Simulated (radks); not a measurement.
The numbers below are computed, except where a source is named.
Isoelectronic series with 1 electrons, each ion in its NIST ground configuration. Level of theory: scalar-relativistic Kohn-Sham, r2SCAN, spin-polarised, spherical densities, finite nucleus; open shells are filled with parallel spins first; meta-GGA in the generalised Kohn-Sham scheme; Fermi nuclear charge, rms radius of each element as measured or else 0.836 A^(1/3) + 0.57 fm (a radial shooting solver on a logarithmic mesh with Libxc functionals). Total energies (hartree) and mean radii <r> (bohr):

ion    configuration  E (hartree)   1s up
H                1s1     -0.50018   1.517
He+              1s1     -2.00027  0.7540
Li2+             1s1     -4.50072  0.5017
Be3+             1s1     -8.00191  0.3759
B4+              1s1    -12.50441  0.3005
C5+              1s1    -18.00894  0.2503
N6+              1s1    -24.51640  0.2144
O7+              1s1    -32.02784  0.1875
F8+              1s1    -40.54445  0.1666
Ne9+             1s1    -50.06762  0.1499
Mg11+            1s1    -72.13997  0.1248
Al12+            1s1    -84.69273  0.1151
Si13+            1s1    -98.25920  0.1068
